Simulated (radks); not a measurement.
The lithium ion Li+ inside a hard spherical wall (all orbitals vanish at R), configuration held at [He] and not refilled when levels cross. Calculated with a radial shooting solver on a logarithmic mesh with Libxc functionals: scalar-relativistic Kohn-Sham, LDA (Slater exchange, VWN5 correlation), spin-unpolarised, spherical densities, finite nucleus; Fermi nuclear charge, rms radius 2.444 fm. Eigenvalues in eV, with the zero of energy where the potential of the charges vanishes at infinity; a dash marks a level that is unbound or too diffuse for the functional's potential to be trusted. A positive occupied level is held by the wall or, in an anion where self-interaction has pushed it up, behind a barrier. The pressure on the wall is -dE/dV.

R (bohr) = free: E (hartree) -7.14359; kinetic (hartree) 7.059; e(1s) -59.606; e(2s, empty) -6.529; e(2p, empty) -4.570; pressure (GPa) 0
R (bohr) = 12: E (hartree) -7.14359; kinetic (hartree) 7.059; e(1s) -59.606; e(2s, empty) -6.528; e(2p, empty) -4.563; pressure (GPa) < 0.0001
R (bohr) = 10: E (hartree) -7.14359; kinetic (hartree) 7.059; e(1s) -59.606; e(2s, empty) -6.518; e(2p, empty) -4.532; pressure (GPa) < 0.0001
R (bohr) = 6: E (hartree) -7.14359; kinetic (hartree) 7.059; e(1s) -59.606; e(2s, empty) -5.898; e(2p, empty) -3.753; pressure (GPa) < 0.0001
R (bohr) = 5: E (hartree) -7.14359; kinetic (hartree) 7.059; e(1s) -59.606; e(2s, empty) -4.880; e(2p, empty) -2.799; pressure (GPa) 0.000171
R (bohr) = 3.5: E (hartree) -7.14342; kinetic (hartree) 7.061; e(1s) -59.592; e(2s, empty) 1.171; e(2p, empty) 1.764; pressure (GPa) 0.126
R (bohr) = 3: E (hartree) -7.14243; kinetic (hartree) 7.071; e(1s) -59.531; e(2s, empty) 7.181; e(2p, empty) 5.736; pressure (GPa) 1.16
R (bohr) = 2: E (hartree) -7.09436; kinetic (hartree) 7.369; e(1s) -57.726; e(2s, empty) 46.366; e(2p, empty) 28.632; pressure (GPa) 106
R (bohr) = 1.5: E (hartree) -6.83838; kinetic (hartree) 8.423; e(1s) -50.982; e(2s, empty) 116.23; e(2p, empty) 66.519; pressure (GPa) 1160
